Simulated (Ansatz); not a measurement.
Reaction: Si2H4Cl (SMILES Cl[SiH][SiH3], doublet) → Si2H4Cl (SMILES [SiH2]([SiH2])Cl, doublet)
Each species at its own B3LYP-D3(BJ)/def2-TZVP minimum (Ansatz, a quantum-chemistry and plane-wave program).

Quantity: isomerisation energy (electronic), in kcal/mol. Radicals and triplets start from unrestricted determinants; spin-orbit coupling is neglected. CBS(X,Y): correlation extrapolated as X^-3, Hartree-Fock from the larger set. A bracket is a step between two methods taken in the basis named. Functionals run without relativity, which enters their misses. Double hybrids freeze cores in their MP2 part. 'core' is core correlation in cc-pwCVTZ (1s frozen past Ne), 'X2C' scalar relativity in cc-pVTZ-DK, both at CCSD(T).

CCSD(T)/CBS(cc-pV(T+d)Z,cc-pV(Q+d)Z) + [CCSDT(Q) - CCSD(T)]/cc-pV(D+d)Z + core + X2C (Ansatz) gives 0.3 kcal/mol.

Problem. What does PBE/def2-TZVPD (Ansatz) give here, and how do the other levels compare?

Solution. PBE gives 1.6 kcal/mol, 1.3 kcal/mol above it. Differences of the others: B3LYP/def2-TZVPD (Ansatz) 1.1; PBE0/def2-TZVPD (Ansatz) 0.6; B2PLYP/def2-TZVPD (Ansatz) 0.6; CCSD(T)/CBS(cc-pV(T+d)Z,cc-pV(Q+d)Z) + core + X2C (Ansatz) -0.1 kcal/mol. Nearer than PBE: B3LYP/def2-TZVPD, PBE0/def2-TZVPD, B2PLYP/def2-TZVPD, CCSD(T)/CBS(cc-pV(T+d)Z,cc-pV(Q+d)Z) + core + X2C.
